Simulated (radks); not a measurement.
Values are calculated unless marked as measured or tabulated.
Problem. Isoelectronic series with 9 electrons, all held in the configuration [He] 2s2 2p5, which need not be the ground one along the series. Level of theory: scalar-relativistic Kohn-Sham, LDA (Slater exchange, Perdew-Wang correlation), spin-polarised, spherical densities, point nucleus; open shells are filled with parallel spins first (a radial shooting solver on a logarithmic mesh with Libxc functionals). Total energies (hartree) and mean radii <r> (bohr):

| ion | E (hartree) | 2p down | 2p up | 2s down | 2s up |
|---|---|---|---|---|---|
| F | -99.20339 | 1.127 | 1.088 | 1.017 | 1.005 |
| Ne+ | -127.56026 | 0.8932 | 0.8755 | 0.8730 | 0.8651 |
| Mg3+ | -195.64449 | 0.6455 | 0.6385 | 0.6765 | 0.6723 |
| Al4+ | -235.36945 | 0.5688 | 0.5638 | 0.6076 | 0.6043 |
| Si5+ | -278.88709 | 0.5089 | 0.5051 | 0.5512 | 0.5487 |
| S7+ | -377.32224 | 0.4210 | 0.4186 | 0.4648 | 0.4631 |
| Cl8+ | -432.25316 | 0.3876 | 0.3856 | 0.4310 | 0.4295 |

Estimate the row of P6+.

Solution. E (hartree) -326.20260; 2p down 0.4607; 2p up 0.4577; 2s down 0.5044; 2s up 0.5023.
